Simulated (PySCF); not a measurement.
A side-by-side comparison of computed properties.

First species: C₆H₁₃NOSi.
SMILES: `CN(C)C(=O)C/C=C\[SiH3]`

Second species: C6H13NOSi.
Z-matrix (Å and degrees, GFN2-xTB geometry), rows numbered from 1:
```
C 
C   1  1.3191
C   2  1.5034  1  124.59
C   3  1.5250  2  109.99  1  -116.68
N   3  1.4492  2  108.74  1   122.04
Si  5  1.6995  3  129.76  2   145.97
C   6  1.9169  5  101.75  3   175.38
C   7  1.5026  6  116.73  5   176.81
O   7  1.2115  6  121.23  5    -3.62
H   1  1.0783  2  121.68  3     0.90
H   1  1.0767  2  122.07  3  -179.49
H   2  1.0816  1  120.96  3   178.70
H   3  1.1023  2  108.93  1     2.27
H   4  1.0872  3  109.88  2    58.77
H   4  1.0860  3  110.24  2   179.02
H   4  1.0863  3  109.98  2   -61.27
H   5  1.0113  3  112.44  2   -46.40
H   6  1.4739  5  116.20  3    58.54
H   6  1.4697  5  113.60  3   -67.67
H   8  1.0875  7  108.87  6    56.00
H   8  1.0877  7  108.68  6   -61.05
H   8  1.0881  7  111.64  6   177.63
```

Levels: PBE0/pcSseg-1 for dipole moment, HOMO energy, LUMO energy and HOMO–LUMO gap; GFN2-xTB for rotational constant A and rotational constant C. Geometries: GFN2-xTB. Each species is one conformer at its optimised geometry, gas phase, non-relativistic unless stated; the electronic structure was computed with PySCF and density fitting.

Dipoles, sizes and rotational constants follow the conformer. The torsions of the flexible species, by atom-mapped SMILES:
- `[CH3:1][N:2]([CH3:3])[C:4](=[O:5])[CH2:6]/[CH:7]=[CH:8]\[SiH3:9]`: C1–N2–C4–O5 5°, N2–C4–C6–C7 -75°, C4–C6–C7–C8 141°
- `[CH2:1]=[CH:2][C@H:3]([CH3:4])[NH:5][SiH2:6][C:7]([CH3:8])=[O:9]`: C1–C2–C3–C4 -117°, C2–C3–N5–Si6 146°, C3–N5–Si6–C7 175°, N5–Si6–C7–C8 177°

Values for the first species:

* Dipole moment: 3.32 D
* HOMO energy: -6.96 eV
* LUMO energy: -0.67 eV
* HOMO–LUMO gap: 6.29 eV
* Rotational constant A: 2.612 GHz
* Rotational constant C: 0.602 GHz

Task: Estimate the same properties for the second species, and the change in each.

Result: 
```
             property      first     second  second less first
        dipole moment     3.32 D     1.95 D            -1.37 D
          HOMO energy   -6.96 eV   -6.77 eV           +0.19 eV
          LUMO energy   -0.67 eV   -0.94 eV           -0.27 eV
        HOMO–LUMO gap    6.29 eV    5.83 eV           -0.46 eV
rotational constant A  2.612 GHz  2.856 GHz         +0.244 GHz
rotational constant C  0.602 GHz  0.536 GHz         -0.066 GHz
```

On the first: The dipole matches unit charges of opposite sign 0.69 Å apart (1 e·Å = 4.8032 D).

On the second: The dipole matches unit charges of opposite sign 0.41 Å apart (1 e·Å = 4.8032 D). A dipole of 1.95 D is allowed in C1, and pure rotational transitions are dipole-allowed.
